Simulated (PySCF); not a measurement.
From a computed spectrum to the compound

A species of 3 atoms with charge -1 has these harmonic modes (BP86, small Gaussian bases with core potentials, PySCF 2.14.0):

```json
{"cm⁻¹": "20", "km/mol": "0.1", "symmetry": "πu"}
{"cm⁻¹": "20", "km/mol": "0.1", "symmetry": "πu"}
{"cm⁻¹": "192", "km/mol": "0.0", "symmetry": "σg+"}
{"cm⁻¹": "307", "km/mol": "6.8", "symmetry": "σu+"}
```

Task: Which species is it, and in which structure?

Result: [Ir3]− (triplet):
```xyz
3

Ir    0.0000    0.0000    2.2481
Ir    0.0000    0.0000    0.0000
Ir    0.0000    0.0000   -2.2481
```
Ideal gas at 298.15 K and 1 bar: S = 354.2 J/(mol K), Cp = 60.4 J/(mol K), H − H(0 K) = 16.0 kJ/mol (rigid rotor, harmonic modes, spin degeneracy alone; the modes under 60 cm⁻¹ make these uncertain). Open shells may have lower solutions than the one found.
 The answer isn't unique; the calculation gave this one.
